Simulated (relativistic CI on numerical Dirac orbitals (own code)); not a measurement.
Ni2+: 3d valence photoemission

Computed with this model: Dirac-Coulomb-Breit CI, KLI orbitals optimised for each configuration, QED by a radiative potential, multiplet model of photoemission in the sudden approximation, unscaled Slater integrals; configurations [Ar] 3d8 → [Ar] 3d7; 300 K; Lorentzian 0.21 eV and Gaussian 0.5 eV FWHM. Energies are those of the free ion, without screening or charge transfer. The energies are binding energies and can lie tens of eV above those of solids. S is read from ⟨S²⟩ = S(S + 1).

Field parameters in Wybourne normalisation: Td as Oh with Dq negative (B⁴₀ = 21Dq, B⁴₄ = √(5/14) B⁴₀). The field is a parameter set, without covalency.

Peaks in eV (height, largest 100): 32.3 (76), 33.1 (93), 33.7 (50), 35.5 (100), 35.9 (99), 39.5 (8), 43.2 (7).

Question: Which surroundings give this spectrum?
A. Td, 10Dq = -6550 cm⁻¹
B. Td, 10Dq = -11600 cm⁻¹
C. Td, 10Dq = -4000 cm⁻¹
D. Td, 10Dq = -9050 cm⁻¹

Answer: A. Td, 10Dq = -6550 cm⁻¹, where the ground state has S = 1.00.
